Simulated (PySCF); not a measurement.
**Working out the ionisation energy of O⁺**

O⁺ [He] 2s2 2p3 (4S) → O²⁺ [He] 2s2 2p2 (3P). All numbers are calculated (PySCF 2.14, the spin-free X2C one-electron Hamiltonian (Gaussian nucleus), in x2c-QZVPPall). Frozen: 1s2. Energies in hartree (1 hartree = 27.21139 eV):

| part | O⁺ (lower) | O²⁺ (upper) |
| --- | --- | --- |
| UHF | -74.429541 | -73.159140 |
| CCSD correlation | -0.119895 | -0.101934 |
| (T) | -0.001930 | -0.001503 |

What does Hartree-Fock give?

(-73.159140) − (-74.429541) = 1.270401 hartree = 34.569 eV.

What do CCSD and CCSD(T) give?

The CCSD correlation energies differ by 0.017961 hartree = 0.489 eV and the triples by 0.000427 hartree = 0.012 eV, so CCSD gives 35.058 eV and CCSD(T) 35.070 eV.

A first-order spin-orbit estimate adds -0.028 eV to CCSD(T) (valence), giving 35.042 eV against 35.121 eV (measured; NIST Atomic Spectra Database, ionization energies).

What remains against the reference includes basis incompleteness, the frozen core and higher excitations.
